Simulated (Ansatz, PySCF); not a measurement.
Noncovalent pair: HF (SMILES F) (first 2 atoms) with HI (SMILES I); geometry from B3LYP-D3(BJ)/def2-TZVP, rigid monomers moved along the line of their centres of mass till H2···I3 is 2.38 Å.
(charge 0, multiplicity 1):
```json
[
 {"atom": "F", "x (Å)": "-0.0701", "y (Å)": "0.4750", "z (Å)": "-0.2412"},
 {"atom": "H", "x (Å)": "0.0048", "y (Å)": "0.0346", "z (Å)": "0.5765"},
 {"atom": "I", "x (Å)": "0.1920", "y (Å)": "-0.9254", "z (Å)": "2.7431"},
 {"atom": "H", "x (Å)": "0.1533", "y (Å)": "0.5468", "z (Å)": "3.4097"}
]
```

Interaction energies are E(AB) − E(A) − E(B) at the monomers' geometry in the complex; basis-set methods are counterpoise corrected.

Frozen-core correlation. Filled d and f shells under p-block atoms count as core. CBS(a, b) extrapolates the correlation energy as X⁻³ and adds the Hartree–Fock energy of set b.

Run with Ansatz (Gaussian orbitals); PySCF for the dispersion terms. Each number belongs to the level named beside it. In def2 rows elements past Kr take small-core potentials, without spin–orbit coupling.

PBE/def2-TZVPPD gives -2.66 kcal/mol for the interaction energy.

Problem. Where do these levels fall relative to PBE: PBE-D3(BJ)/def2-TZVPPD, r2SCAN/def2-TZVPPD, B3LYP/def2-TZVPPD, wB97M-V/def2-TZVPPD, MP2/CBS(def2-TZVPPD, def2-QZVPPD), CCSD(T)/CBS(def2-TZVPPD, def2-QZVPPD).

Solution. PBE-D3(BJ)/def2-TZVPPD -0.58; r2SCAN/def2-TZVPPD 0.32; B3LYP/def2-TZVPPD 1.30; wB97M-V/def2-TZVPPD 0.84; MP2/CBS(def2-TZVPPD, def2-QZVPPD) 1.12; CCSD(T)/CBS(def2-TZVPPD, def2-QZVPPD) 1.19 kcal/mol. 5 of 6 lie above PBE; the widest gap is to B3LYP/def2-TZVPPD.

Ansatz is an electronic-structure program.
